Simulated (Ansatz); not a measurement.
Ideal-gas functions of Cl4OW, SMILES `[O]=[W]([Cl])([Cl])([Cl])[Cl]` at 600 K and 1 bar, from an Ansatz frequency run at PBE0-D4/def2-TZVP.

Molar mass 341.65 g/mol, point group C4v (symmetry number 4), electronic degeneracy 1, moments of inertia 428.884, 429.527, 698.763 u Å². Harmonic wavenumbers (cm⁻¹, unscaled): 44, 153, 153, 159, 224, 262, 263, 329, 393, 393, 411, 1088.

Use S(trans) = R[1.5 ln M + 2.5 ln T − 1.1517]; rotational temperatures θ = 24.2544 K / I; S(rot) = R[ln(√π/σ · √(T³/θAθBθC)) + 1.5]; for each mode x = 1.438777 ν̃/T, S = R[x/(eˣ − 1) − ln(1 − e⁻ˣ)] and H = RT x/(eˣ − 1); 1 cm⁻¹ = 0.0119627 kJ/mol; R = 8.31446 J/(mol·K).

By hand: the entropy, in J/(mol·K).

Translation 196.1. Rotation: θ = 0.0566, 0.0565, 0.0347 K, giving 123.3. Vibration, mode by mode: 27.02, 16.70, 16.70, 16.38, 13.58, 12.31, 12.28, 10.50, 9.11, 9.11, 8.76, 2.36, in all 154.8. Electronic 0.0. Sum 474.2 J/(mol·K).

By hand: H − E and G − E in kJ/mol, counted from the electronic energy.

Zero-point energy ½ × 3872 × 0.0119627 = 23.2; thermal vibration 41.3; translation, rotation and pV give 4 RT = 20.0. H − E = 84.5 kJ/mol, and G − E = 84.5 − 600 × 474.2/1000 = -200.0 kJ/mol.

Vibration gives 33 % of the entropy, 27.0 J/(mol·K) of it from the mode under 150 cm⁻¹: soft modes count most, and the harmonic formula is weakest for them.
